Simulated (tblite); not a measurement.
Compound: C7H12N2.
SMILES with atom numbers: `[CH:1]#[C:2][CH2:3][NH:4]/[N:5]=[C:6](/[CH3:7])[CH2:8][CH3:9]` (hydrogens: H10 on C1; H11, H12 on C3; H13 on N4; H14, H15, H16 on C7; H17, H18 on C8; H19, H20, H21 on C9)

Geometry (GFN2-xTB, Å), atoms numbered from 1 in this order:
```xyz
21
C7H12N2 angstrom
C      3.0984    0.8169    1.7244
C      2.8655   -0.0245    0.9049
C      2.4824   -0.9552   -0.1457
N      1.2235   -0.5978   -0.7701
N      0.1355   -1.1518   -0.1985
C     -1.0351   -0.6778   -0.3149
C     -2.1521   -1.4602    0.3026
C     -1.4113    0.6210   -0.9954
C     -1.2281    1.8040   -0.0399
H      3.3335    1.5225    2.4647
H      3.2638   -0.9732   -0.9155
H      2.3616   -1.9589    0.2699
H      1.1709    0.3788   -1.0540
H     -2.7217   -0.8308    0.9851
H     -2.8322   -1.8200   -0.4696
H     -1.7522   -2.3105    0.8463
H     -2.4547    0.5706   -1.3105
H     -0.8026    0.7700   -1.8919
H     -1.8779    1.6911    0.8252
H     -0.2015    1.8622    0.3191
H     -1.4746    2.7406   -0.5364
```

Calculated harmonic vibrations of the isolated species, GFN2-xTB (tblite), most abundant isotopes, no scaling. Against measured fundamentals such values can be off by several per cent, at times by over 20. One conformer, not necessarily the lowest.

Harmonic wavenumbers (cm⁻¹): 40.4, 44.5, 82.2, 151.0, 170.1, 181.6, 203.6, 233.0, 284.7, 317.5, 335.1, 392.7, 493.4, 567.8, 572.3, 637.7, 658.1, 681.0, 805.4, 834.9, 928.5, 968.6, 998.1, 1011.7, 1035.9, 1073.2, 1079.2, 1092.4, 1157.6, 1216.5, 1241.9, 1258.6, 1281.6, 1314.5, 1370.4, 1393.0, 1411.6, 1415.5, 1471.3, 1476.8, 1500.3, 1502.3, 1508.7, 1723.8, 2281.9, 2908.4, 2955.5, 2972.3, 2987.5, 2992.3, 3010.3, 3019.3, 3022.4, 3036.8, 3063.8, 3277.6, 3390.1.

A = 2436, B = 928.0, C = 798.4 MHz; mass 124.100 u (most abundant isotopes); point group C1, symmetry number 1.

Question: Zero-point energy?

Answer: ½Σν̃ = 38519 cm⁻¹ = 110.13 kcal/mol.

Question: Give the ideal-gas entropy at 298.15 K and 1 bar in the rigid-rotor, harmonic-oscillator model (classical rotation).

Answer: Translation 40.39, rotation 29.57, vibration 34.73: S = 104.7 cal/(mol K).

Question: And Cp and H(298.15 K) − H(0)?

Answer: Cp = 41.77 cal/(mol K), of which vibrations give 33.83 (their classical limit is 57 R = 113.3); H(298.15 K) − H(0) = 7.67 kcal/mol without the zero-point energy, 5.30 from vibrations.

Question: What must be added to the electronic energy to get the Gibbs energy at 298.15 K and 1 bar?

Answer: ZPE + [H(298.15 K) − H(0)] − T·S = 110.13 + 7.67 − 31.21 = 86.59 kcal/mol.

Question: How do the functions run with temperature in this model?

Answer: 
```csv
T (K),S (cal/(mol K)),Cp (cal/(mol K)),H − H(0) (kcal/mol),G − H(0) (kcal/mol),ln q(vib)
150,81.8,26.6,2.62,-9.66,3.95
250,97.8,36.7,5.78,-18.66,7.07
400,118.4,52.1,12.46,-34.91,11.54
600,142.9,68.8,24.65,-61.10,17.24
900,174.2,85.3,47.95,-108.81,25.22
```

q(vib) and H(0) count from the zero-point level.

Question: Which modes carry the vibrational entropy at 298.15 K?

Answer: 40.4 cm⁻¹: 5.24; 44.5 cm⁻¹: 5.05; 82.2 cm⁻¹: 3.84; 151.0 cm⁻¹: 2.66; 170.1 cm⁻¹: 2.43; 181.6 cm⁻¹: 2.31 cal/(mol K); the other 51 give 13.20 together.

Hindered rotation and anharmonicity are outside this model. Other conformers, if any are populated, would add a mixing term that is left out. The structure is chiral; the term R ln 2 for an equal mix with its mirror image is left out.
